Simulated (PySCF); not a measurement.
Isomers of C7H10.

All values: PBE0/def2-SVPD (PySCF) at GFN2-xTB geometries, gas phase, one conformer each. Core orbitals are frozen in the response; Δα² is half the sum of the squared differences of the principal polarisabilities.

Question: Rank by mean static polarisability, lowest first.
A. `[CH2:1]=[C:2]=[C:3]=[CH:4][CH2:5][CH2:6][CH3:7]` with C3–C4–C5–C6 -114°, C4–C5–C6–C7 -176°
B. `[CH2:1]=[CH:2]/[CH:3]=[CH:4]\[CH:5]=[CH:6]/[CH3:7]` with C1–C2–C3–C4 180°, C3–C4–C5–C6 180°
C. `[CH:1]#[C:2]/[CH:3]=[C:4](/[CH3:5])[CH2:6][CH3:7]` with C3–C4–C6–C7 91°
D. `[CH3:1][C:2]#[C:3][CH:4]1[CH2:5][CH2:6][CH2:7]1` with C3–C4–C5–C6 -130°, C4–C5–C6–C7 11°, C5–C6–C7–C4 -11°, C3–C4–C7–C6 130°

Answer: D (12.05 Å³), C (12.77 Å³), A (14.67 Å³), B (15.38 Å³).

Question: Rank by polarisability anisotropy Δα, highest first.
A. `[CH:1]#[C:2]/[CH:3]=[C:4](/[CH3:5])[CH2:6][CH3:7]` with C3–C4–C6–C7 91°
B. `[CH2:1]=[C:2]=[C:3]=[CH:4][CH2:5][CH2:6][CH3:7]` with C3–C4–C5–C6 -114°, C4–C5–C6–C7 -176°
C. `[CH2:1]=[CH:2]/[CH:3]=[CH:4]\[CH:5]=[CH:6]/[CH3:7]` with C1–C2–C3–C4 180°, C3–C4–C5–C6 180°
D. `[CH3:1][C:2]#[C:3][CH:4]1[CH2:5][CH2:6][CH2:7]1` with C3–C4–C5–C6 -130°, C4–C5–C6–C7 11°, C5–C6–C7–C4 -11°, C3–C4–C7–C6 130°

Answer: C (17.23 Å³), B (14.42 Å³), A (7.38 Å³), D (6.59 Å³).

All values together:

```json
{"SMILES": "C=C=C=CCCC", "μ (D)": "0.87", "HOMO (eV)": "-6.69", "LUMO (eV)": "-1.33", "α (Å³)": "14.67", "Δα (Å³)": "14.42"}
{"SMILES": "C=C/C=C\\C=C/C", "μ (D)": "0.69", "HOMO (eV)": "-6.07", "LUMO (eV)": "-1.26", "α (Å³)": "15.38", "Δα (Å³)": "17.23"}
{"SMILES": "CC#CC1CCC1", "μ (D)": "0.13", "HOMO (eV)": "-7.02", "LUMO (eV)": "0.74", "α (Å³)": "12.05", "Δα (Å³)": "6.59"}
{"SMILES": "C#C/C=C(/C)CC", "μ (D)": "1.23", "HOMO (eV)": "-6.60", "LUMO (eV)": "-0.56", "α (Å³)": "12.77", "Δα (Å³)": "7.38"}
```

Conformers: `[CH2:1]=[C:2]=[C:3]=[CH:4][CH2:5][CH2:6][CH3:7]` with C3–C4–C5–C6 -114°, C4–C5–C6–C7 -176°; `[CH2:1]=[CH:2]/[CH:3]=[CH:4]\[CH:5]=[CH:6]/[CH3:7]` with C1–C2–C3–C4 180°, C3–C4–C5–C6 180°; `[CH3:1][C:2]#[C:3][CH:4]1[CH2:5][CH2:6][CH2:7]1` with C3–C4–C5–C6 -130°, C4–C5–C6–C7 11°, C5–C6–C7–C4 -11°, C3–C4–C7–C6 130°; `[CH:1]#[C:2]/[CH:3]=[C:4](/[CH3:5])[CH2:6][CH3:7]` with C3–C4–C6–C7 91°.
